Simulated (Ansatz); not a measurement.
CHO₂, charge +2, doublet, geometry from GFN2-xTB of the parent state (a state made from the parent by changing its charge; the spin is typed, not shown lowest); Ansatz (a first-principles code) with SVWN5/3-21G.

Ansatz was given this input:
Ansatz 0.2 input:
```yaml
crystal:
  periodic: [false, false, false]
  atoms:
    - {symbol: O, position_ang: [1.15623491, -0.01312691, 0.00983414]}
    - {symbol: C, position_ang: [-0.02457140, 0.19152173, 0.00045866]}
    - {symbol: O, position_ang: [-1.11548103, -0.30452915, -0.01059486]}
    - {symbol: H, position_ang: [-0.17860263, 1.39211811, 0.00333384]}
basis:
  gaussian:
    orbitals: 3-21G.json
hamiltonian:
  xc: {name: SVWN5}
total_charge: 2
magnetization: {spin_polarized: false, initial_magnetization: 1}
```
The basis file holds 3-21G in the JSON format of the Basis Set Exchange.

Q: Predict the main parts of the log of this Ansatz run.

A: 
```
Functional definition: SVWN5
316 factors; integrals over basis functions are off by at most 1.0e-3 eV
mean field evaluation 1: about -5033.7294 eV, gradient 7.5e1 eV
mean field evaluation 2: about -5033.6700 eV, gradient 7.6e1 eV
mean field evaluation 4: about -5043.0671 eV, gradient 1.8e1 eV
mean field evaluation 8: about -5043.8498 eV, gradient 1.3e0 eV
mean field evaluation 16: about -5043.8428 eV, gradient 7.2e-3 eV
mean field evaluation 32: about -5043.6639 eV, gradient 3.0e-3 eV
mean field evaluation 64: about -5028.4453 eV, gradient 5.0e1 eV
mean field -5043.84280800 eV, -185.3578043546 hartree, gradient 7.0e-6 eV, S^2 0.750000; 4 other end points of the search recorded, 0 dependent functions left out
reference -5043.84281734 eV, -185.3578046978 hartree; 11, 10 occupied and 18, 19 virtual orbitals, 316 factors
Total energy: -5043.84281734 eV, -185.3578046978 hartree
```
